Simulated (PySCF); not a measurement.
# Radial density of Be (beryllium, neutral)

UHF, [He] 2s1 3s1, high-spin 3S determinant (an excited configuration). Calculation: PySCF 2.14, in aug-cc-pCVTZ (7s6p4d2f, 59 functions); the non-relativistic Hamiltonian (point nucleus).

```
r (bohr)  4πr²ρ (e/bohr)  4πr²(ρα − ρβ)
 0.00547         0.01262         0.0004
 0.00920         0.03475         0.0011
  0.0155         0.09329         0.0029
  0.0260          0.2430         0.0074
  0.0438          0.5967         0.0182
  0.0736           1.335         0.0400
   0.124           2.550         0.0734
   0.208           3.765         0.0962
   0.350           3.658         0.0584
   0.589           1.806        -0.0065
   0.991          0.4646         0.1586
    1.67          0.5027         0.4943
    2.80          0.2955         0.2955
    4.72          0.1203         0.1203
    7.93          0.1527         0.1527
    13.3         0.01485         0.0149
```

The outer electron is Rydberg-like, and this basis confines it to a smaller radius and binds it less than a complete one would.

Where is the radial spin density 4πr²(ρα − ρβ) most negative, and why is it negative at all?

Around r = 0.589 bohr, down to -0.0065 e/bohr: exchange with the open shell polarises the paired shells in an unrestricted calculation.
